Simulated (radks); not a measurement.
Values are calculated unless marked as measured or tabulated.
Task: Ionisation of the nickel ion Ni+, [Ar] 3d9, to Ni2+, [Ar] 3d8, under several functionals. Scalar-relativistic Kohn-Sham, spin-polarised, spherical densities, finite nucleus; open shells are filled with parallel spins first; a radial shooting solver on a logarithmic mesh with Libxc functionals. Known Delta-SCF values: exchange-only PBE 18.543 eV; AM05 19.543 eV. What does RPBE give, and what is its highest occupied eigenvalue?

Result: 19.426 eV by Delta-SCF; the 3d eigenvalue is -12.349 eV. NIST: 18.169 eV (measured).
